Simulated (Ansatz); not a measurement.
Method: Ansatz (a program for electronic structure) with frozen-core CCSD(T)/cc-pVTZ // PBE-D3(BJ)/def2-TZVP.

Ansatz 0.2 input:
```yaml
crystal:
  periodic: [false, false, false]
  atoms:
    - { symbol: F, position_ang: [-3.396666, -0.792818, -0.190166] }
    - { symbol: Si, position_ang: [-1.91026, -0.334072, -0.664284] }
    - { symbol: Si, position_ang: [-0.409048, -0.388191, 1.1415] }
    - { symbol: Si, position_ang: [1.588851, 0.561446, 0.358764] }
    - { symbol: S, position_ang: [1.923991, -0.406314, -1.542207] }
    - { symbol: H, position_ang: [-2.017111, 1.054135, -1.209558] }
    - { symbol: H, position_ang: [-1.47215, -1.264988, -1.747676] }
    - { symbol: H, position_ang: [-0.175756, -1.793151, 1.603081] }
    - { symbol: H, position_ang: [-0.924617, 0.425225, 2.289032] }
    - { symbol: H, position_ang: [1.403734, 2.035916, 0.173501] }
    - { symbol: H, position_ang: [2.741155, 0.352805, 1.292071] }
    - { symbol: H, position_ang: [3.02212, 0.319224, -1.865586] }
basis:
  gaussian: { orbitals: cc-pVTZ }
correlation:
  method: ccsd_t
```

Output:

```
Functional definition: HF
1523 factors; integrals over basis functions are off by at most 9.6e-4 eV
mean field evaluation 1: about -37222.5376 eV, gradient 3.1e1 eV
mean field evaluation 2: about -37222.8744 eV, gradient 3.1e1 eV
mean field evaluation 4: about -37225.8226 eV, gradient 3.8e0 eV
mean field evaluation 8: about -37225.9043 eV, gradient 2.4e-1 eV
mean field evaluation 16: about -37225.9047 eV, gradient 2.5e-6 eV
mean field -37225.90468338 eV, -1368.0267644899 hartree, gradient 2.5e-6 eV, S^2 0.000000; 0 other end points of the search recorded, 0 dependent functions left out
21 core orbitals not correlated
reference -37225.90468338 eV, -1368.0267644899 hartree; 16, 16 occupied and 227, 227 virtual orbitals, 1523 factors
second order -21.76122590 eV of doubles, -0.00000000 eV of singles
cycle   1  -22.96849043 eV  change    -1.2e0 eV  update   1.1e-1
cycle   2  -23.61268037 eV  change   -6.4e-1 eV  update   3.5e-2
cycle   3  -23.73129891 eV  change   -1.2e-1 eV  update   1.7e-2
cycle   4  -23.72115171 eV  change    1.0e-2 eV  update   4.3e-3
cycle   5  -23.71808623 eV  change    3.1e-3 eV  update   1.7e-3
cycle   6  -23.71812985 eV  change   -4.4e-5 eV  update   5.5e-4
cycle   7  -23.71783013 eV  change    3.0e-4 eV  update   2.1e-4
cycle   8  -23.71777554 eV  change    5.5e-5 eV  update   6.4e-5
cycle   9  -23.71781547 eV  change   -4.0e-5 eV  update   2.8e-5
cycle  10  -23.71782453 eV  change   -9.1e-6 eV  update   9.5e-6
perturbative correction -0.87217519 eV, -0.0320518472 hartree
Total energy: -37250.49468310 eV, -1368.9304303119 hartree
```

Cost: around 9 core-minutes (rough).
